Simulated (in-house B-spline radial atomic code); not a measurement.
A fraction x of an electron is moved 3p → 3d in Zn VI (Zn5+), starting from [Ar] 3d7 and keeping the highest spin. All numbers are computed (non-relativistic BHandHLYP, spin-polarised, spherical fractional occupations; point nucleus) with an all-electron radial atomic-structure program (B-spline basis), not measured.

Caution: exact exchange at fractional occupations of open shells leaves self-interaction of up to several eV.

| x | E(x) - E(0) (eV) | 3p down level (eV) | 3d down level (eV) |
| --- | --- | --- | --- |
| 0 | 0.0000 | -180.749 | -94.715 |
| 0.125 | 10.6974 | -180.203 | -95.078 |
| 0.25 | 21.2813 | -179.654 | -95.438 |
| 0.375 | 31.7514 | -179.103 | -95.796 |
| 0.5 | 42.1079 | -178.550 | -96.152 |
| 0.625 | 52.3508 | -177.994 | -96.506 |
| 0.75 | ? | ? | ? |
| 0.875 | ? | ? | ? |
| 1 | 82.3973 | -176.313 | -97.553 |

(1) What belongs in the row x = 0.75?

(2) What belongs in the row x = 0.875?

(3) Check Janak's theorem between x = 0.125 and 0.25.

## Answers

(1) An energy change of 62.4799 eV; 3p down at -177.436 eV, 3d down at -96.857 eV.

(2) An energy change of 72.4954 eV; 3p down at -176.875 eV, 3d down at -97.206 eV.

(3) The slope of the energy is 84.67 eV; the orbital levels give 84.67 eV (ε of the receiving orbital less ε of the emptying one, averaged over the two points).
